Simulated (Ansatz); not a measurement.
Molecule: sum formula MoO2Cl, net charge 1, singlet state. 
Coordinates optimised at B3LYP-D3(BJ)/def2-TZVP (Ansatz, a program for electronic structure):
```
Mo
O 1 1.6554
O 1 1.6554 2 104.98
Cl 1 2.2007 2 108.30 3 115.52
```
Charge +1, spin multiplicity 1.

Parts of the frozen-core correlation energy in def2-SVPD (Ansatz, hartree). Frozen orbitals: 11; correlated occupied orbitals by spin: 12 and 12; virtual: 84 and 84. Spin-orbit coupling is left out. In def2 rows, elements after Kr have scalar-relativistic effective core potentials. The restricted reference is unstable.

```
term                            value
-------------------------  ----------
reference (HF)             -676.15910
MP2 opposite-spin            -0.59808
MP2 same-spin                -0.26456
CCSD correlation             -0.77428
(T)                          -0.05500
T1 diagnostic                   0.033
largest doubles amplitude       0.069
```
